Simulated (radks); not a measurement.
Valence configurations of neutral zinc (all share [Ar]). All-electron calculation, scalar-relativistic Kohn-Sham, PBEsol, spin-polarised, spherical densities, finite nucleus; open shells are filled with parallel spins first; Fermi nuclear charge, rms radius 3.9283 fm. Program: a radial shooting solver on a logarithmic mesh with Libxc functionals. Energies are relative to 3d10 4s2; eigenvalues in eV for spin up.

valence           E (eV)  moment (Bohr magnetons)    e(3d)   e(4p)    e(4s)
3d10 4s2           0.000                        0  -10.169       -   -5.998
3d10 4s1 4p1       4.306                        2  -12.144  -2.501   -7.929
3d10 4s1.5 4p0.5   2.311                        1  -11.287  -1.907   -7.086
3d10 4p2           9.839                        2  -13.933  -3.286        -
3d9 4s2 4p1       11.778                        2  -18.678  -2.902   -9.006
3d9.5 4s2 4p0.5    5.201                        1  -14.381  -2.062   -7.590
3d10 4s0.5 4p1.5   7.047                        2  -13.062  -2.913   -8.449
3d9 4s1 4p2       16.292                        4  -20.113  -3.912  -10.408
3d9 4s1.5 4p1.5   14.216                        3  -19.457  -3.461   -9.765
3d8 4s1 4p3       33.929                        6  -28.883  -5.250  -12.730

NIST lists [Ar] 3d10 4s2 as the ground configuration; this level of theory agrees among the configurations tried. The energies are those of spherical high-spin densities, not of single terms.
